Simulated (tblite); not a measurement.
Species: C₂H₁₁FGeSi₂.
Numbering: `[CH3:1][Si@:2]([SiH3:3])([GeH3:4])[CH2:5][F:6]` (hydrogens: H7, H8, H9 on C1; H10, H11, H12 on Si3; H13, H14, H15 on Ge4; H16, H17 on C5)

Computed with GFN2-xTB (tblite), gas phase: L-BFGS steps from a force-field or distance-geometry start until the largest atomic force falls under 0.01 eV/Å.

The end geometry, which sets the zero of energy:
```
atom  x, y, z in Å
C1      1.2981   -1.4971    0.4980
Si2     0.0651   -0.1429   -0.0478
Si3    -0.4037   -0.2507   -2.3335
Ge4     0.6643    1.9757    0.8155
C5     -1.5462   -0.4376    0.9922
F6     -1.9694    0.8113    1.4297
H7      2.2327   -1.3941   -0.0457
H8      0.9133   -2.4941    0.3015
H9      1.5274   -1.4317    1.5591
H10     0.8117   -0.0273   -3.1214
H11    -1.3895    0.7446   -2.7612
H12    -0.9265   -1.5654   -2.7214
H13    -0.2265    3.0899    0.3645
H14     2.0403    2.4498    0.4290
H15     0.6662    2.0836    2.3104
H16    -1.3862   -1.0365    1.8913
H17    -2.3782   -0.8653    0.4301
```

Problem. These geometries come from the run, each turned onto the end geometry. Order them by energy, lowest first.
A.
```
atom  x, y, z in Å
C1      1.2587   -1.4056    0.6233
Si2     0.0191   -0.1285   -0.0720
Si3    -0.3850   -0.3037   -2.3620
Ge4     0.6626    2.0037    0.7023
C5     -1.5836   -0.4594    0.9532
F6     -1.3211   -0.0823    2.2616
H7      2.2612   -1.2462    0.2345
H8      0.9694   -2.4275    0.3888
H9      1.3146   -1.3182    1.7068
H10     0.8319   -0.0271   -3.1269
H11    -1.3954    0.6458   -2.8318
H12    -0.8419   -1.6354   -2.7616
H13    -0.2981    3.1089    0.3722
H14     1.9526    2.5132    0.1224
H15     0.8672    2.1390    2.1747
H16    -1.8865   -1.5089    0.9812
H17    -2.4328    0.1443    0.6234
```
B.
```
atom  x, y, z in Å
C1      1.2824   -1.4455    0.5413
Si2     0.0621   -0.1070   -0.0702
Si3    -0.3791   -0.3384   -2.3498
Ge4     0.6730    1.9976    0.8193
C5     -1.5784   -0.3884    0.9296
F6     -1.6541    0.6058    1.8963
H7      2.2771   -1.2610    0.1440
H8      0.9833   -2.4424    0.2280
H9      1.3550   -1.4466    1.6265
H10     0.8137   -0.1032   -3.1669
H11    -1.4158    0.5758   -2.8359
H12    -0.8391   -1.7002   -2.6444
H13    -0.3564    3.0622    0.6029
H14     1.9105    2.5916    0.1998
H15     0.9575    2.0383    2.2899
H16    -1.6215   -1.3407    1.4607
H17    -2.4773   -0.2857    0.3191
```
C.
```
atom  x, y, z in Å
C1      1.3040   -1.4409    0.5568
Si2     0.0538   -0.1391   -0.0711
Si3    -0.3965   -0.3651   -2.3456
Ge4     0.6622    1.9825    0.7835
C5     -1.5838   -0.3762    0.9341
F6     -1.4787    0.4151    2.0712
H7      2.2892   -1.2239    0.1509
H8      1.0399   -2.4498    0.2494
H9      1.3791   -1.4269    1.6424
H10     0.8183   -0.1036   -3.1164
H11    -1.4246    0.5703   -2.8040
H12    -0.8576   -1.7040   -2.7211
H13    -0.3556    3.0455    0.4972
H14     1.9263    2.5778    0.2246
H15     0.8555    2.0609    2.2626
H16    -1.7732   -1.3947    1.2776
H17    -2.4652   -0.0157    0.3983
```
D.
```
atom  x, y, z in Å
C1      1.2886   -1.3997    0.6194
Si2    -0.0162   -0.1334    0.0179
Si3    -0.3568   -0.2643   -2.2489
Ge4     0.6763    1.9970    0.6578
C5     -1.6724   -0.4793    0.9394
F6     -1.5199   -0.3789    2.3067
H7      2.2432   -1.2176    0.1212
H8      0.9866   -2.4177    0.3702
H9      1.4773   -1.3669    1.6959
H10     0.9132    0.0228   -2.9302
H11    -1.3579    0.7290   -2.6852
H12    -0.8096   -1.6147   -2.6256
H13    -0.2396    3.0998    0.2363
H14     1.9454    2.4042   -0.0195
H15     0.9525    2.2786    2.1051
H16    -2.0594   -1.4821    0.7487
H17    -2.4582    0.2355    0.6810
```
E.
```
atom  x, y, z in Å
C1      1.2794   -1.4611    0.5508
Si2     0.0421   -0.1365   -0.0578
Si3    -0.3743   -0.2990   -2.3486
Ge4     0.6659    1.9802    0.7909
C5     -1.5896   -0.4178    0.9586
F6     -1.7814    0.7116    1.7442
H7      2.2551   -1.3015    0.0999
H8      0.9594   -2.4668    0.2914
H9      1.4071   -1.4207    1.6303
H10     0.8485   -0.0404   -3.1127
H11    -1.3860    0.6532   -2.8147
H12    -0.8421   -1.6351   -2.7310
H13    -0.3475    3.0636    0.6023
H14     1.9045    2.5468    0.1485
H15     0.9833    2.0162    2.2545
H16    -1.5482   -1.2662    1.6441
H17    -2.4835   -0.5142    0.3395
```

Solution. E (0.005 eV), B (0.010 eV), C (0.024 eV), A (0.050 eV), D (0.122 eV).

In the order of the answer:

```json
{"step": "128", "E above end (eV)": "0.005", "largest force (eV/Å)": "0.01", "rms force component (eV/Å)": "0.004", "rms distance from end (Å)": "0.217", "rms bond change (Å)": "0.001", "bond most changed (Å)": "Si2–C5 +0.003"}
{"step": "86", "E above end (eV)": "0.010", "largest force (eV/Å)": "0.04", "rms force component (eV/Å)": "0.011", "rms distance from end (Å)": "0.297", "rms bond change (Å)": "0.001", "bond most changed (Å)": "Si2–Si3 -0.002"}
{"step": "62", "E above end (eV)": "0.024", "largest force (eV/Å)": "0.05", "rms force component (eV/Å)": "0.020", "rms distance from end (Å)": "0.388", "rms bond change (Å)": "0.003", "bond most changed (Å)": "Si2–Si3 -0.006"}
{"step": "45", "E above end (eV)": "0.050", "largest force (eV/Å)": "0.08", "rms force component (eV/Å)": "0.026", "rms distance from end (Å)": "0.527", "rms bond change (Å)": "0.004", "bond most changed (Å)": "Si2–C5 -0.009"}
{"step": "8", "E above end (eV)": "0.122", "largest force (eV/Å)": "0.48", "rms force component (eV/Å)": "0.128", "rms distance from end (Å)": "0.608", "rms bond change (Å)": "0.015", "bond most changed (Å)": "Si2–Si3 -0.040"}
```

What follows is the cost of the whole relaxation. Hardware: Arm Neoverse N1, one thread, no GPU, shared host with 64 logical CPUs at a one-minute load of 61. Cost: 2.5 s.
